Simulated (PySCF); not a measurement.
Electric field gradients and quadrupole coupling constants

Species: C₄H₁₁NOSi.
Z-matrix (Å and degrees, GFN2-xTB geometry), rows numbered from 1:
```
C 
C   1  1.3210
C   2  1.4820  1  125.12
Si  3  1.8967  2  110.53  1   106.43
N   4  1.7284  3  108.32  2    59.51
O   4  1.6231  3  104.21  2   176.70
C   6  1.3932  4  127.65  3  -175.31
H   1  1.0777  2  121.47  3     1.61
H   1  1.0769  2  122.28  3  -178.78
H   2  1.0828  1  119.70  3   178.48
H   3  1.0883  2  109.99  1   -14.68
H   3  1.0896  2  109.68  1  -133.25
H   4  1.4743  3  111.31  2   -65.35
H   5  1.0078  4  119.26  3   167.74
H   5  1.0064  4  118.78  3   -53.93
H   7  1.0907  6  108.10  4  -173.92
H   7  1.0927  6  110.70  4    66.57
H   7  1.0931  6  111.06  4   -54.13
```

Field gradients from the PBE0/pcSseg-1 density (PySCF, non-relativistic), principal values in atomic units, ordered |Vxx| ≤ |Vyy| ≤ |Vzz|:

```
atom      Vxx      Vyy      Vzz
  N5   0.2986   0.6531  -0.9517
  O6  -0.5294  -1.2195   1.7489
```

**Question.** Find the asymmetry η = (Vxx − Vyy)/Vzz and the couplings χ = eQV/h (234.96 MHz × Q in barn × V in au), with Q(14N) = 0.02044 b, Q(17O) = −0.0256 b.

**Answer.** 
| atom | environment | nucleus | η | χzz (MHz) | χxx (MHz) | χyy (MHz) |
| --- | --- | --- | --- | --- | --- | --- |
| N5 | silicon-bound nitrogen | 14N | 0.37 | -4.571 | 1.434 | 3.136 |
| O6 | silyl ether oxygen | 17O | 0.39 | -10.52 | 3.18 | 7.34 |

**Question.** What is Vzz at O6 in SI units (1 au = 9.71736 × 10²¹ V/m²)?

**Answer.** 1.7489 au = 16.995 × 10²¹ V/m².

**Question.** And the gradient at the other heavy atoms, for which no coupling is worked out here?

**Answer.** 
```tsv
atom	environment	Vzz (au)	η
C1	terminal =CH2 carbon	0.256	0.50
C2	alkene CH carbon	0.336	0.54
C3	sp3 carbon bound to silicon	-0.083	0.86
Si4	oxygen-bound silicon	0.319	0.72
C7	methoxy carbon	0.397	0.06
```

**Question.** What couplings would deuterons (Q(2H) = 0.00286 b) have in place of the hydrogens, at this geometry?

**Answer.** 
| atom | bonded to | bond length (Å) | Vzz (au) | η | χzz (kHz) |
| --- | --- | --- | --- | --- | --- |
| H8 | C1 | 1.078 | 0.3370 | 0.06 | 226 |
| H9 | C1 | 1.077 | 0.3396 | 0.06 | 228 |
| H10 | C2 | 1.083 | 0.3246 | 0.05 | 218 |
| H11 | C3 | 1.088 | 0.3167 | 0.03 | 213 |
| H12 | C3 | 1.090 | 0.3150 | 0.04 | 212 |
| H13 | Si4 | 1.474 | 0.1515 | 0.03 | 102 |
| H14 | N5 | 1.008 | 0.4300 | 0.17 | 289 |
| H15 | N5 | 1.006 | 0.4331 | 0.17 | 291 |
| H16 | C7 | 1.091 | 0.3017 | 0.06 | 203 |
| H17 | C7 | 1.093 | 0.2978 | 0.07 | 200 |
| H18 | C7 | 1.093 | 0.2962 | 0.08 | 199 |

Isolated species at its GFN2-xTB geometry (one conformer only). GFN2-xTB bond lengths can be off by several hundredths of an ångström, more for odd bonds, and the gradients follow them. These gradients aren't converged with respect to the basis.

These values come from a run that also computed NMR shieldings. On one thread, Arm Neoverse N1 (aarch64), shared host, this took 53 s wall and 0.82 GiB of memory at its peak.
